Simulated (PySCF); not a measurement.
**Which determinant of TeI lies lowest?**

Unrestricted PBE0; Te cc-pVTZ-PP with ECP28, I cc-pVTZ-PP with ECP28; scalar-relativistic core potentials (PySCF 2.14). Outer shells of the fragments: Te 4d10 5s2 5p4; I 4d10 5s2 5p5.

Followed along the bond (rough minima from three points):

```csv
2Ms+1,unpaired,⟨S²⟩ at the start,R at minimum (Å),Te (eV)
2,π ↑,0.75,2.66,0.00
4,"σ ↑, π ↑↑",3.76,none in the scan,≤ 1.16
```

Solutions found at the starting distance of 2.630 Å, counted from the lowest of them; the search is not exhaustive and high or unbound solutions are not listed, so other states can lie among these:

```
2Ms+1   unpaired   term  E (eV)  ⟨S²⟩  ⟨Lz²⟩  μ (D)
    2        π ↑     ²Π    0.00  0.75   1.01  -0.35
    4  σ ↑, π ↑↑    ⁴Σ⁻    1.58  3.76   0.00  -1.16
    2  σ ↓, π ↑↑  mixed    2.01  1.76   0.00  -0.99
    2  σ ↑, π ↑↓  mixed    2.04  1.76   2.02  -0.88
    2        σ ↑  mixed    2.81  0.78   2.01  -0.35
    4  σ ↑, π ↑↑  mixed    3.93  3.76   2.02   2.52
```

A term symbol is given only where ⟨S²⟩ and ⟨Lz²⟩ are close to those of a pure state; real π, δ and φ orbitals otherwise mix terms. A positive dipole means Te(−)I(+).

Spin–orbit coupling is left out. Counting both spins, an empty level lies below a filled one in some of these solutions, because spin and occupation are held.
